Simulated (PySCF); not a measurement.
# Steps of a relaxation of [Yb(NH3)3]2+

[Yb(NH3)3]2+ (singlet in the valence; each metal's 4f electrons, 14 of them, lie in its core potential, out of spins and levels). PySCF 2.14.0, RKS TPSS, Yb lcecp-0-SVP with ECP60, N def2-SVP, H def2-SVP; non-relativistic Hamiltonian with scalar-relativistic core potentials where named; density fitting; no spin-orbit coupling. Origin of the start: displaced along the imaginary mode. Columns: position (Å) and force (eV/Å). Energies are counted from the last step; some of the 4 steps are shown. Forces carry noise of the integration grid, about 0.01 to 0.03 eV/Å.

Run from Python with OMP_NUM_THREADS=2. Where DIIS fails, smearing, a level shift and second-order steps follow.
It took 35 s on 2 threads of Arm Neoverse V1, on a shared host, from the converged density of the start.

```xyz
13
step 0  E = 0.061 eV
Yb    0.0000    0.0000    0.0000     0.00   -0.01    0.00
N     2.5833    0.0001    0.0123     0.37    0.01    0.00
H     3.0172   -0.5953    0.7526    -0.12    0.24   -0.30
H     3.0235   -0.3421   -0.8710    -0.12    0.14    0.36
H     3.0206    0.9373    0.1598    -0.13   -0.39   -0.06
N    -1.2918    2.2371   -0.0135    -0.09    0.17    0.00
H    -1.0297    2.8988    0.7442    -0.07   -0.12   -0.16
H    -1.1788    2.8014   -0.8793    -0.04   -0.10    0.18
H    -2.3221    2.1473    0.0865     0.19    0.04   -0.02
N    -1.2915   -2.2372    0.0013    -0.50   -0.84    0.01
H    -1.7286   -2.4876    0.9385     0.41    0.15   -1.03
H    -2.1036   -2.2751   -0.6851     0.82   -0.09    0.75
H    -0.6985   -3.0846   -0.2463    -0.72    0.79    0.27
```

```xyz
13
step 1  E = 0.000 eV
Yb    0.0005    0.0016   -0.0005     0.00   -0.01    0.00
N     2.5843    0.0010    0.0122     0.00    0.00    0.00
H     3.0191   -0.5874    0.7432     0.00   -0.01    0.01
H     3.0257   -0.3377   -0.8596     0.00    0.00   -0.02
H     3.0228    0.9262    0.1578     0.00    0.01    0.00
N    -1.2919    2.2387   -0.0136     0.00    0.00    0.00
H    -1.0331    2.8986    0.7396     0.00    0.00    0.01
H    -1.1814    2.8022   -0.8739     0.00    0.00   -0.01
H    -2.3177    2.1518    0.0859    -0.01    0.00    0.00
N    -1.2913   -2.2369    0.0012    -0.01   -0.02    0.00
H    -1.7233   -2.4958    0.9039     0.00    0.02    0.06
H    -2.0843   -2.2911   -0.6597    -0.02    0.03   -0.04
H    -0.7294   -3.0712   -0.2368     0.04   -0.01   -0.02
```

```xyz
13
step 2  E = 0.000 eV
Yb    0.0003    0.0012   -0.0003     0.00   -0.01    0.00
N     2.5841    0.0005    0.0121     0.01    0.00    0.00
H     3.0182   -0.5877    0.7441     0.00    0.00    0.00
H     3.0248   -0.3386   -0.8604     0.00    0.00    0.00
H     3.0220    0.9263    0.1574     0.00    0.00    0.00
N    -1.2921    2.2383   -0.0135     0.00    0.00    0.00
H    -1.0330    2.8979    0.7401     0.00    0.00    0.00
H    -1.1811    2.8016   -0.8740     0.00    0.00    0.00
H    -2.3179    2.1512    0.0859     0.00    0.00    0.00
N    -1.2920   -2.2377    0.0016    -0.01   -0.02    0.00
H    -1.7229   -2.4936    0.9070     0.01    0.01   -0.01
H    -2.0836   -2.2889   -0.6628     0.01    0.01    0.01
H    -0.7267   -3.0706   -0.2374     0.01    0.01    0.00
```

Where does the relaxation end?

It converges at step 3 in C1:
```xyz
13
step 3  E = 0
Yb    0.0002    0.0009   -0.0002
N     2.5839    0.0003    0.0120
H     3.0176   -0.5877    0.7443
H     3.0242   -0.3394   -0.8604
H     3.0215    0.9263    0.1568
N    -1.2922    2.2380   -0.0133
H    -1.0331    2.8973    0.7405
H    -1.1808    2.8013   -0.8738
H    -2.3181    2.1509    0.0858
N    -1.2919   -2.2380    0.0014
H    -1.7231   -2.4922    0.9068
H    -2.0831   -2.2876   -0.6633
H    -0.7251   -3.0700   -0.2366
```

How did the contacts change?


```csv
contact,start (Å),end (Å)
Yb1–N2 (NH3),2.583,2.584
Yb1–N6 (NH3),2.583,2.584
Yb1–N10 (NH3),2.583,2.585
```


No frequency check is given that shows the relaxed geometry to be a minimum. An lcecp potential fixes the number of 4f electrons, so in runs with it no electron can move into or out of that shell.
